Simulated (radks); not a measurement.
Values are calculated unless marked as measured or tabulated.
Problem. The mean radii <r> (bohr) of the occupied orbitals of an atom or ion are listed with their occupations. Code: a radial shooting solver on a logarithmic mesh with Libxc functionals. Model: non-relativistic Kohn-Sham, BLYP, spin-polarised, spherical densities, point nucleus.

| orbital | occ. | <r> |
|---|---|---|
| 1s up | 1 | 0.1116 |
| 1s down | 1 | 0.1116 |
| 2s up | 1 | 0.5696 |
| 2s down | 1 | 0.5696 |
| 2p up | 3 | 0.5368 |
| 2p down | 3 | 0.5368 |
| 3s up | 1 | 1.954 |
| 3s down | 1 | 1.957 |
| 4f up | 1 | 8.608 |

Name the element and its charge. Open shells, if any, are filled with parallel spins first.

Solution. Z = 14, silicon, charge +1: Si+ in [Ne] 3s2 4f1. The 1s radius gives Z: for a bare nucleus <r> = 1.5/Z, 0.1071 bohr for Z = 14, and screening makes it slightly larger (0.1116 here). The occupations add up to 13, and the charge is Z minus that.
